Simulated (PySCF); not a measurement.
C₆H₁₁FO (charge +1 and doublet state).
Geometry (GFN2-xTB, Å), atoms numbered from 1 in this order:
```xyz
19
C6H11FO angstrom
C      2.7621   -0.6999    0.0064
C      1.3239   -0.6685    0.4190
O      0.8805   -1.3773    1.2765
C      0.4643    0.2934   -0.3893
C     -0.8892    0.5688    0.2669
C     -1.7513    1.3714   -0.7363
C     -1.5987   -0.7190    0.6277
F     -1.7375   -1.5321   -0.4447
H      3.0723    0.1912   -0.5286
H      2.8877   -1.5701   -0.6434
H      3.3850   -0.8640    0.8855
H      0.3237   -0.1933   -1.3629
H      1.0092    1.2224   -0.5572
H     -0.7549    1.1548    1.1803
H     -1.9679    0.7812   -1.6230
H     -1.2260    2.2756   -1.0296
H     -2.6884    1.6449   -0.2593
H     -2.5790   -0.5991    1.1030
H     -0.9255   -1.2712    1.3435
```

The hyperfine couplings belong to this conformer and change with its torsions.

The species is `CC(=[O+])C[C@@H](C)CF` [radical] (charge +1).

Computed, not measured: UKS B3LYP, pcH-1 on C F H O, non-relativistic, mean-field spin-orbit, GIAO in PySCF 2.14.0. The structure is a single GFN2-xTB conformer in the gas phase; no vibrational or solvent corrections. GFN2-xTB frequencies show an imaginary mode (62i cm⁻¹), so this geometry is no minimum at that level. Couplings are sensitive to structure, and on GFN2-xTB geometries they can be far from those on DFT ones, by a factor of two or more for some ions and for spin on atoms past the first row. The SCF solution wasn't tested for stability.

Question: The isotropic 13C couplings are +52.1, -46.1, +22.6, -9.3, +8.8, +1.5 MHz. Assign them to C1; C2; C4; C5; C6; C7.

Answer: 
```tsv
site	a_iso (MHz)	ρ(0) (bohr⁻³)	position	distance from O3 (Å)	spin population	largest |T| (MHz)
C1	+52.1	+0.0463	2 bonds from O3	2.37	+0.11	23.7
C2	-46.1	-0.0410	1 bond from O3	1.20	-0.04	14.8
C4	+8.8	+0.0078	2 bonds from O3	2.40	+0.11	26.3
C5	-9.3	-0.0083	3 bonds from O3	2.82	+0.02	11.8
C6	+22.6	+0.0201	4 bonds from O3	4.30	+0.06	13.0
C7	+1.5	+0.0013	4 bonds from O3	2.65	+0.11	33.6
```

ρ(0) is the spin density at the nucleus and T the dipolar tensor; entries for several nuclei are means. Largest spin populations (Mulliken): O3 (+0.50), C7 (+0.11), C4 (+0.11) and C1 (+0.11). O3 is the only atom above +0.15.

Nuclei that the bonding pattern makes equivalent are averaged, as if the motion that swaps them (rotation, inversion, ring flip) were fast. The three 1H nuclei of mean +3.1 MHz run from -4.0 to 8.6 MHz in the frozen geometry. The three 1H nuclei of mean -2.9 MHz run from -6.1 to 1.1 MHz in the frozen geometry.

O3, the radical centre as drawn in `CC(=[O+])C[C@@H](C)CF`, holds a spin population of +0.50 out of 1.
